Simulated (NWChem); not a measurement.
Molecule: C$_{3}$H$_{9}$O$_{2}$Si, doublet; SMILES CO[Si](C)(C)[O]

```xyz
15

C     -0.0133     2.3009     0.2880
O     -0.3651     1.1735    -0.5021
Si     0.1294    -0.3798    -0.1935
C     -0.4177    -0.9773     1.5192
C     -0.5637    -1.4125    -1.5972
O      1.7915    -0.5443    -0.0861
H      1.0747     2.3933     0.3951
H     -0.3935     3.1965    -0.2124
H     -0.4632     2.2453     1.2889
H     -0.1650    -2.0321     1.6634
H     -1.5061    -0.8629     1.5984
H      0.0475    -0.4007     2.3246
H     -0.1426    -1.1020    -2.5588
H     -0.3354    -2.4726    -1.4466
H     -1.6514    -1.2910    -1.6517
```
Atoms are numbered in this order, from 1.

Level: B3LYP/6-31G* (spherical d), spin-unrestricted (NWChem), optimised geometry, unscaled harmonic frequencies. B3LYP is NWChem's, with the RPA form of VWN correlation.

```json
[
 {"frequency (cm⁻¹)": "77", "IR intensity (km/mol)": "3.9"},
 {"frequency (cm⁻¹)": "83", "IR intensity (km/mol)": "0.9"},
 {"frequency (cm⁻¹)": "116", "IR intensity (km/mol)": "0.1"},
 {"frequency (cm⁻¹)": "127", "IR intensity (km/mol)": "0.1"},
 {"frequency (cm⁻¹)": "146", "IR intensity (km/mol)": "5.0"},
 {"frequency (cm⁻¹)": "173", "IR intensity (km/mol)": "1.3"},
 {"frequency (cm⁻¹)": "191", "IR intensity (km/mol)": "3.2"},
 {"frequency (cm⁻¹)": "245", "IR intensity (km/mol)": "3.2"},
 {"frequency (cm⁻¹)": "288", "IR intensity (km/mol)": "22.1"},
 {"frequency (cm⁻¹)": "357", "IR intensity (km/mol)": "9.7"},
 {"frequency (cm⁻¹)": "603", "IR intensity (km/mol)": "0.7"},
 {"frequency (cm⁻¹)": "692", "IR intensity (km/mol)": "14.7"},
 {"frequency (cm⁻¹)": "713", "IR intensity (km/mol)": "2.6"},
 {"frequency (cm⁻¹)": "744", "IR intensity (km/mol)": "8.8"},
 {"frequency (cm⁻¹)": "770", "IR intensity (km/mol)": "5.1"},
 {"frequency (cm⁻¹)": "804", "IR intensity (km/mol)": "72.0"},
 {"frequency (cm⁻¹)": "878", "IR intensity (km/mol)": "60.1"},
 {"frequency (cm⁻¹)": "921", "IR intensity (km/mol)": "141.5"},
 {"frequency (cm⁻¹)": "1131", "IR intensity (km/mol)": "272.6"},
 {"frequency (cm⁻¹)": "1191", "IR intensity (km/mol)": "0.6"},
 {"frequency (cm⁻¹)": "1220", "IR intensity (km/mol)": "55.3"},
 {"frequency (cm⁻¹)": "1302", "IR intensity (km/mol)": "12.8"},
 {"frequency (cm⁻¹)": "1321", "IR intensity (km/mol)": "10.6"},
 {"frequency (cm⁻¹)": "1478", "IR intensity (km/mol)": "1.0"},
 {"frequency (cm⁻¹)": "1488", "IR intensity (km/mol)": "4.4"},
 {"frequency (cm⁻¹)": "1492", "IR intensity (km/mol)": "0.9"},
 {"frequency (cm⁻¹)": "1501", "IR intensity (km/mol)": "6.4"},
 {"frequency (cm⁻¹)": "1513", "IR intensity (km/mol)": "8.6"},
 {"frequency (cm⁻¹)": "1531", "IR intensity (km/mol)": "3.0"},
 {"frequency (cm⁻¹)": "1533", "IR intensity (km/mol)": "5.5"},
 {"frequency (cm⁻¹)": "3025", "IR intensity (km/mol)": "64.4"},
 {"frequency (cm⁻¹)": "3051", "IR intensity (km/mol)": "2.7"},
 {"frequency (cm⁻¹)": "3057", "IR intensity (km/mol)": "3.4"},
 {"frequency (cm⁻¹)": "3086", "IR intensity (km/mol)": "40.1"},
 {"frequency (cm⁻¹)": "3124", "IR intensity (km/mol)": "36.2"},
 {"frequency (cm⁻¹)": "3129", "IR intensity (km/mol)": "7.1"},
 {"frequency (cm⁻¹)": "3134", "IR intensity (km/mol)": "6.6"},
 {"frequency (cm⁻¹)": "3143", "IR intensity (km/mol)": "7.2"},
 {"frequency (cm⁻¹)": "3148", "IR intensity (km/mol)": "8.5"}
]
```

The zero-point energy is 75.1 kcal/mol and the thermal correction to the enthalpy at 298.15 K (with zero-point energy) is 81.8 kcal/mol. The heat capacity Cv comes out as 31.6 cal/(mol K) and the entropy at 298.15 K and 1 atm (symmetry number 1, electronic part: spin degeneracy alone) is 96.7 cal/(mol K). The dipole moment is 1.88 D.

Rigid rotor and harmonic oscillator; modes under 100 cm⁻¹ make the entropy uncertain.
